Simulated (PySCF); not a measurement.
B(F)2(SMe) (CH₃BF₂S), SMILES FB(F)SC.

Geometry optimised at B3LYP-D3(BJ)/def2-SVP. The values are those of a single conformer.

Computed with TDDFT-LC-ωPBE/def2-SVPD (PySCF 2.14.0).

Vertical excitations. Isolated molecule, no solvent. State labels are in the subgroup Cs.

Computed UV-visible absorptions:
| state | symmetry | energy (eV) | λ (nm) | f | main pairs |
|---|---|---|---|---|---|
| S1 | A" | 6.59 | 188 | 0.000 | HOMO→LUMO+1 47 %, HOMO→LUMO+7 26 %, HOMO→LUMO 20 % |
| S2 | A' | 7.21 | 172 | 0.137 | HOMO→LUMO+2 91 % |
| S3 | A" | 7.54 | 164 | 0.062 | HOMO→LUMO 64 %, HOMO→LUMO+1 18 %, HOMO→LUMO+5 10 % |
| S4 | A" | 8.44 | 147 | 0.005 | HOMO−1→LUMO+2 81 % |
| S5 | A" | 8.77 | 141 | 0.001 | HOMO→LUMO+3 80 % |
| S6 | A' | 8.82 | 141 | 0.123 | HOMO−1→LUMO+1 46 %, HOMO−1→LUMO 25 %, HOMO−1→LUMO+7 16 % |
| S7 | A' | 8.93 | 139 | 0.046 | HOMO→LUMO+4 92 % |
| S8 | A" | 9.22 | 135 | 0.000 | HOMO→LUMO+7 29 %, HOMO→LUMO+1 27 %, HOMO→LUMO+5 26 % |
| S9 | A' | 9.32 | 133 | 0.074 | HOMO−1→LUMO 57 %, HOMO−1→LUMO+1 21 % |
| S10 | A" | 9.64 | 129 | 0.023 | HOMO→LUMO+6 43 %, HOMO→LUMO+10 16 %, HOMO→LUMO+11 9 % |
| T1 | A' | 5.93 | 209 | 0 | HOMO→LUMO+2 96 % |
| T2 | A" | 5.98 | 207 | 0 | HOMO→LUMO+1 44 %, HOMO→LUMO+7 31 %, HOMO→LUMO 16 % |
| T3 | A" | 7.21 | 172 | 0 | HOMO→LUMO 58 %, HOMO→LUMO+1 16 % |
| T4 | A' | 7.42 | 167 | 0 | HOMO−1→LUMO+1 41 %, HOMO−1→LUMO+7 31 %, HOMO−1→LUMO 14 % |
Triplets are in the Tamm–Dancoff approximation, which puts them higher than full response would, so one can lie above its singlet here.
